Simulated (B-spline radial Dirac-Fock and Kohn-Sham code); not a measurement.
# Two-hole binding energies of Se²⁴⁺

System: the Se²⁴⁺ ion in the configuration 1s2 2s2 2p6.

Method: relaxed Dirac-Fock hole states (ΔSCF) with Breit and QED corrections and a finite nucleus. Computed with an atomic code on a B-spline grid. U is the two-hole binding energy less the two single-hole energies, the effective repulsion of the holes after relaxation. Each two-hole energy is an average over J within one jj subconfiguration.

```tsv
holes	E(a) (eV)	E(b) (eV)	E(ab) (eV)	U (eV)
1s⁻²	13823.2	13823.2	28206.2	559.8
1s⁻¹ 2p1/2⁻¹	13823.2	2579.9	16591.9	188.8
1s⁻¹ 2p3/2⁻¹	13823.2	2537.1	16543.8	183.5
2s⁻²	2750.1	2750.1	5625.6	125.5
2s⁻¹ 2p1/2⁻¹	2750.1	2579.9	5450.1	120.1
2s⁻¹ 2p3/2⁻¹	2750.1	2537.1	5406.3	119.1
2p1/2⁻²	2579.9	2579.9	5306.4	146.5
2p1/2⁻¹ 2p3/2⁻¹	2579.9	2537.1	5254.5	137.4
2p3/2⁻²	2537.1	2537.1	?	?
```

Problem. Give the missing two-hole energy and U.

Solution. E(ab) = 5212.8 eV and U = 138.6 eV.
